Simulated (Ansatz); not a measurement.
Total energies of CH5B2N, SMILES `BC=NB`.

Cartesian coordinates in Å:
```
B -1.386 0.503 -0.999
C -0.780 0.089 0.379
N 0.439 -0.196 0.500
B 1.744 -0.495 0.596
H -2.550 0.755 -1.092
H -0.665 0.559 -1.947
H -1.402 0.032 1.281
H 2.085 -1.631 0.429
H 2.516 0.384 0.852
```

Total charge 0; spin multiplicity 1. All single points use the PBE0-D4/def2-TZVP geometry. Basis def2-TZVPP, the Gaussian-basis code of Ansatz.

RPA on PBE orbitals: Hartree–Fock energy of these orbitals -144.57294 Eh, correlation -0.96985 Eh (frozen core).

| functional | energy without D4 (Eh) | D4 term (kJ/mol) |
| --- | --- | --- |
| r2SCAN0 | -145.46988 | -3.6 |
| ωB97X-V | -145.53605 | – |

(1) Give the same for LDA (SPW92), PBE, revPBE, BLYP, r2SCAN, B97M-V, PBE0, B3LYP, r2SCANh, HSE06 (plane-wave form), BHLYP, CAM-B3LYP, LC-ωPBE, ωB97M-V, B2PLYP, PBE-QIDH. (Best estimate.)

B3LYP takes the VWN-RPA correlation (the form of Gaussian; ORCA's B3LYP/G). HSE06 is the plane-wave form, built on full-range PBE exchange. The double hybrids freeze the cores in their second-order part.

Answers

(1) Computed: 
| functional | energy without D4 (Eh) | D4 term (kJ/mol) |
| --- | --- | --- |
| LDA (SPW92) | -144.16901 | – |
| PBE | -145.37122 | -12.6 |
| revPBE | -145.54071 | -43.1 |
| BLYP | -145.52615 | -28.4 |
| r2SCAN | -145.48668 | -3.1 |
| B97M-V | -145.59390 | – |
| PBE0 | -145.38874 | -10.6 |
| B3LYP | -145.60186 | -20.3 |
| r2SCANh | -145.47957 | -3.3 |
| HSE06 (plane-wave form) | -145.37979 | -9.8 |
| BHLYP | -145.50121 | -14.4 |
| CAM-B3LYP | -145.49869 | -10.6 |
| LC-ωPBE | -145.46380 | – |
| ωB97M-V | -145.50717 | – |
| B2PLYP | -145.44826 | – |
| PBE-QIDH | -145.36062 | – |

LC-ωPBE has ω = 0.4 bohr⁻¹.
